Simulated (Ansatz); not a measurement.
This geometry of a periodic cell of 17 atoms, W$_{16}$O (host W, host structure bcc, interstitial O) is a first-order saddle point.

Computed with DFT PBE, scalar-relativistic, plane waves, PAW (Ansatz). Settings: PAW set soft_1, cutoff 420 eV, k mesh 3x3x3, fermi-dirac smearing 0.1 eV, no spin polarisation.

```xyz
17
Lattice="6.3200 0.0000 0.0000 0.0000 6.3200 0.0000 0.0000 0.0000 6.3200" Properties=species:S:1:pos:R:3
W 0.002 -0.021 0.023
W 3.151 -0.021 0.023
W 0.001 3.161 0.017
W 0.001 -0.015 3.162
W 1.577 1.551 1.555
W 3.154 3.160 0.017
W 3.154 -0.015 3.162
W 4.737 1.582 1.589
W 0.216 3.219 3.103
W 1.578 4.786 1.536
W 1.576 1.555 4.767
W 2.937 3.217 3.105
W 4.737 4.776 1.546
W 4.737 1.423 4.899
W 1.577 4.767 4.771
W 4.737 4.733 4.740
O 4.737 2.806 3.516
```

Q: Which two structures does it join? (They come from a converged band through this point; their orientation in space is the band's.)

A: The atom that moves furthest is O17, by 1.12 Å; four of its nearest neighbours are W16 1.93, W14 1.93, W12 1.93, W9 1.93 Å at the first end and W8 1.93, W14 1.93, W9 1.93, W12 1.93 Å at the last.

Image 0:

```xyz
17
Lattice="6.3200 0.0000 0.0000 0.0000 6.3200 0.0000 0.0000 0.0000 6.3200" Properties=species:S:1:pos:R:3
W 0.018 0.001 0.035
W 3.138 0.001 0.035
W 0.006 3.161 0.031
W 0.009 0.001 3.158
W 1.578 1.561 1.546
W 3.150 3.161 0.031
W 3.147 0.001 3.158
W 4.738 1.573 1.550
W 0.145 3.161 3.089
W 1.578 4.761 1.546
W 1.578 1.570 4.743
W 3.011 3.161 3.088
W 4.738 4.749 1.550
W 4.738 1.434 4.812
W 1.578 4.752 4.743
W 4.738 4.888 4.812
O 4.738 3.161 3.951
```

Image 8:

Only the atoms that move by more than 0.05 Å are listed.
```
W8 4.736 1.504 1.439
W9 0.143 3.229 3.166
W12 3.009 3.228 3.166
W14 4.736 1.505 4.893
W16 4.736 4.767 4.754
O17 4.736 2.366 3.166
```

Q: How far does it lie above each of them?

A: 0.35 eV above the first and 0.35 eV above the second. This is the barrier of this one path; another mechanism may lie lower. Limits of this set-up: coarse k mesh, a small cell, in which the defect meets its images, a typed lattice constant that wasn't relaxed here.

The run took 17 min on 4 threads of Arm Neoverse V2, with other jobs on the host, peak memory 3.4 GiB.
